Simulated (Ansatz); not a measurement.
A nudged elastic band was laid between two geometries of CH7AlSSi (11 atoms, charge 0, multiplicity 1).

Computed with RKS r2SCAN/6-31G* (Ansatz).

* movable images: 9
* climbing image: yes
* spring: 5.0 eV/Å²
* optimiser: quadratic models (default)
* start path: through a guess of the saddle point
* force threshold: 0.05 eV/Å
* iteration limit: 47
* end points: relaxed

Initial state:

```xyz
11
Properties=species:S:1:pos:R:3
C -1.621 0.561 -0.007
Al -0.912 -1.017 0.905
S 1.222 -1.530 0.771
Si 1.961 0.040 -0.490
H -2.715 0.608 0.066
H -1.224 1.489 0.427
H -1.359 0.581 -1.074
H -1.763 -2.020 1.794
H 1.687 1.386 0.086
H 3.430 -0.145 -0.607
H 1.358 -0.011 -1.851
```

Final state:

```xyz
11
Properties=species:S:1:pos:R:3
C -2.489 -0.028 0.774
Al -0.749 0.224 -0.073
S 0.981 -0.786 0.829
Si 2.539 -0.170 -0.516
H -3.251 0.654 0.375
H -2.434 0.122 1.860
H -2.852 -1.053 0.620
H -0.462 1.090 -1.378
H 2.694 1.311 -0.541
H 3.803 -0.779 -0.024
H 2.285 -0.641 -1.905
```

(1) What changes between the two ends?

(2) Give the energies along the band, and the barrier.

(3) What is the geometry of the highest image?

## Answers

(1) No bond is made or broken.

(2) The run converged. The highest image is number 3 of 0 to 10, 2.72 eV above the first end and 2.72 eV above the last; the last end lies 0.00 eV above the first. The profile has 2 maxima (images 3, 5) with wells between them (image 4): this band takes more than one step, which may be the mechanism or a detour left from its start path. Neighbouring images differ by up to 2.7 eV, so the band resolves the path poorly. A vibrational analysis at the climbing image gives one clearly imaginary mode, 1280i cm⁻¹: a first-order saddle point.

| image | path coordinate (Å) | energy (eV) |
| --- | --- | --- |
| 0 | 0.00 | 0.00 |
| 1 | 1.39 | 0.01 |
| 2 | 2.78 | 0.27 |
| 3 | 4.17 | 2.72 |
| 4 | 6.35 | 0.00 |
| 5 | 8.52 | 0.12 |
| 6 | 10.70 | 0.10 |
| 7 | 12.88 | 0.10 |
| 8 | 15.06 | 0.02 |
| 9 | 17.25 | 0.01 |
| 10 | 19.43 | 0.00 |

(3) 
```xyz
11
Properties=species:S:1:pos:R:3:forces:R:3
C -1.751 0.629 0.140 -0.01 0.02 0.02
Al -0.882 -0.950 0.841 0.00 -0.01 0.00
S 1.304 -1.125 0.991 0.00 0.00 0.00
Si 2.000 0.129 -0.603 0.00 0.00 0.00
H -2.202 1.506 -0.300 0.00 0.00 -0.01
H -0.668 0.754 0.213 0.00 0.00 -0.01
H -2.473 -0.168 0.313 0.00 0.00 -0.01
H -1.804 -2.127 1.335 0.00 0.00 0.00
H 1.399 1.492 -0.518 0.00 0.00 0.00
H 3.472 0.242 -0.453 0.00 0.00 0.00
H 1.669 -0.439 -1.938 0.00 0.00 0.00
```

Time of the run: 27 min on 2 threads of Arm Neoverse V1, on a shared host, peak memory 0.16 GiB.
